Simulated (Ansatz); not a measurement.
## Nudged elastic band run: CH6B2O

Input:

```yaml
crystal:
  periodic: [false, false, false]
  atoms:
    - { symbol: B, position_ang: [-1.321737, 0.621009, -0.019382] }
    - { symbol: C, position_ang: [-0.376338, -0.584019, -0.263076] }
    - { symbol: B, position_ang: [0.953102, -0.224979, 0.536361] }
    - { symbol: O, position_ang: [2.090671, 0.207899, -0.071277] }
    - { symbol: H, position_ang: [-1.474007, 1.481428, -0.869882] }
    - { symbol: H, position_ang: [-1.882383, 0.76464, 1.052791] }
    - { symbol: H, position_ang: [-0.161388, -0.791828, -1.331451] }
    - { symbol: H, position_ang: [-0.761346, -1.48708, 0.260634] }
    - { symbol: H, position_ang: [1.01682, -0.311544, 1.749053] }
    - { symbol: H, position_ang: [1.999605, 0.273274, -1.040771] }
basis:
  gaussian: { orbitals: def2-SVP }
hamiltonian:
  xc: pbe
  dispersion: d4
neb:
  order_check: false
  images: 7
  f_tol: 0.05
  max_iterations: 60
  initial_path: idpp
  final_atoms:
    - { symbol: B, position_ang: [-1.36264848, 0.52766168, 0.16294556] }
    - { symbol: C, position_ang: [-0.35043371, -0.50185463, -0.40341082] }
    - { symbol: B, position_ang: [1.08058258, 0.17010263, -0.21850114] }
    - { symbol: O, position_ang: [1.97128111, -0.22574342, 0.73026733] }
    - { symbol: H, position_ang: [-1.62871178, 1.54155437, -0.45779391] }
    - { symbol: H, position_ang: [-1.86170875, 0.37666475, 1.26541088] }
    - { symbol: H, position_ang: [-0.45881527, -0.57057784, -1.50931547] }
    - { symbol: H, position_ang: [-0.39510704, -1.50272165, 0.07349165] }
    - { symbol: H, position_ang: [1.4537525, 1.08911074, -0.92448149] }
    - { symbol: H, position_ang: [1.63480785, -0.95539664, 1.28438741] }
```

Run as:

```bash
$ ansatz run input.yaml --threads 1 --pin off --max-ram 2048MiB --backend cpu --events-out ev --progress --plain --runs-dir out
```

Output, in part (warnings, iteration lines, the closing report on the highest movable image, with atoms numbered from 0):

```
NEB end point (image 0): max|allowed force component| = 1.448e-2 eV/Å (the criterion of neb.relax_end_points is 1.000e-2)
NEB end point (image 8): max|allowed force component| = 9.843e-3 eV/Å (the criterion of neb.relax_end_points is 1.000e-2)
NEB iter   1: max|band force component| = 1.009e0 eV/Å  barrier→ = 0.2734 eV  barrier← = 0.2735 eV  Δτ_max = 0.1211 Å  (241 SCF iters)
NEB iter   2: max|band force component| = 7.274e-1 eV/Å  barrier→ = 0.1873 eV  barrier← = 0.1874 eV  Δτ_max = 0.0693 Å  (193 SCF iters)
NEB iter   3: max|band force component| = 3.051e-1 eV/Å  barrier→ = 0.1264 eV  barrier← = 0.1265 eV  CI = image 4  Δτ_max = 0.0196 Å  (192 SCF iters)
NEB iter   4: max|band force component| = 1.537e-1 eV/Å  barrier→ = 0.1233 eV  barrier← = 0.1234 eV  CI = image 4  Δτ_max = 0.0222 Å  (193 SCF iters)
NEB iter   5: max|band force component| = 5.312e-2 eV/Å  barrier→ = 0.1223 eV  barrier← = 0.1224 eV  CI = image 4  Δτ_max = 0.0360 Å  (196 SCF iters)
NEB iter   6: max|band force component| = 6.141e-2 eV/Å  barrier→ = 0.1221 eV  barrier← = 0.1222 eV  CI = image 4  Δτ_max = 0.0180 Å  (195 SCF iters)
NEB iter   7: max|band force component| = 3.723e-2 eV/Å  barrier→ = 0.1218 eV  barrier← = 0.1219 eV  CI = image 4  Δτ_max = 0.0000 Å  (385 SCF iters)
Total energy: -4525.52825898 eV, -166.3100960043 hartree
Atom 0 at    -1.425409     0.670271     0.131907 Å, force    -0.008387     0.007100     0.005020 eV/Å
Atom 1 at    -0.369517    -0.313848    -0.422904 Å, force     0.017682    -0.002553     0.008267 eV/Å
Atom 2 at     0.972807     0.036342     0.383948 Å, force    -0.015938     0.010152    -0.021457 eV/Å
Atom 3 at     2.138756    -0.628117     0.157278 Å, force     0.013687    -0.006836     0.008484 eV/Å
Atom 4 at    -1.560939     1.781242    -0.352662 Å, force     0.002212    -0.002015     0.000275 eV/Å
Atom 5 at    -2.084392     0.390080     1.119117 Å, force     0.003379     0.000199     0.000418 eV/Å
Atom 6 at    -0.123878    -0.183728    -1.500665 Å, force    -0.002039    -0.004331     0.001912 eV/Å
Atom 7 at    -0.575653    -1.389093    -0.222355 Å, force    -0.004966     0.000257    -0.004891 eV/Å
Atom 8 at     1.059794     0.902728     1.238456 Å, force    -0.007214     0.001578     0.007608 eV/Å
Atom 9 at     2.051431    -1.317076    -0.529121 Å, force     0.001583    -0.003551    -0.005636 eV/Å
Dipole moment:     0.085754    -0.376908    -0.326274 e Å
```

The run converged. A vibrational analysis at the climbing image gives one clearly imaginary mode, 126i cm⁻¹: a first-order saddle point.

Final band (atoms are numbered from 1 in the order of the input):

| image | path coordinate (Å) | energy (kcal/mol) | dihedral H8–C2–B3–O4 (°) |
| --- | --- | --- | --- |
| 0 | 0.00 | 0.0 | 141 |
| 1 | 0.66 | 0.2 | 121 |
| 2 | 1.32 | 1.1 | 101 |
| 3 | 1.98 | 2.3 | 80 |
| 4 | 2.64 | 2.8 | 58 |
| 5 | 3.28 | 2.3 | 37 |
| 6 | 3.93 | 1.2 | 17 |
| 7 | 4.58 | 0.3 | -2 |
| 8 | 5.23 | 0.0 | -19 |

Time of the run: 2.1 min on 1 thread of Arm Neoverse V1, with other jobs on the host, peak memory 0.11 GiB.
